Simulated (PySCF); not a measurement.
F6S, charge +1, multiplicity 2. Atoms are numbered in the order given.

```xyz
7

F      0.0000    -1.5763     0.0000
S      0.0000     0.0000     0.0000
F      1.5763     0.0000     0.0000
F      0.0000     0.0000     1.5763
F     -1.5763     0.0000     0.0000
F      0.0000     0.0000    -1.5763
F      0.0000     1.5763     0.0000
```
Charge +1, spin multiplicity 2.

Coordinates come from a PBE0-D3(BJ)/def2-SVP optimisation. The geometry has at least one imaginary mode, so it is a saddle point at that level. The spin state was assumed, not searched.

All values below come from B3LYP/def2-TZVP (PySCF).

ESP charges are fitted to the potential on shells at 1.4 to 2.0 van der Waals radii. Atomic charges (e):

```csv
atom,Mulliken,ESP fit,Löwdin,Mulliken spin
F1,-0.01,___,0.11,0.18
S2,1.09,___,0.33,-0.07
F3,-0.01,___,0.11,0.18
F4,-0.01,___,0.11,0.18
F5,-0.01,___,0.11,0.18
F6,-0.01,___,0.11,0.18
F7,-0.01,___,0.11,0.18
```

### Question
What belongs in the gaps? (Estimate from the structure and the level; the computed values follow.)

### Answer

- F1, ESP fit: 0.09
- S2, ESP fit: 0.49
- F3, ESP fit: 0.09
- F4, ESP fit: 0.09
- F5, ESP fit: 0.09
- F6, ESP fit: 0.09
- F7, ESP fit: 0.09

Computed Mayer and Wiberg (Löwdin basis) orders of the bonds:
```tsv
bond	Mayer	Wiberg
F1–S2	1.08	1.43
S2–F3	1.08	1.43
S2–F4	1.08	1.43
S2–F5	1.08	1.43
S2–F6	1.08	1.43
S2–F7	1.08	1.43
```
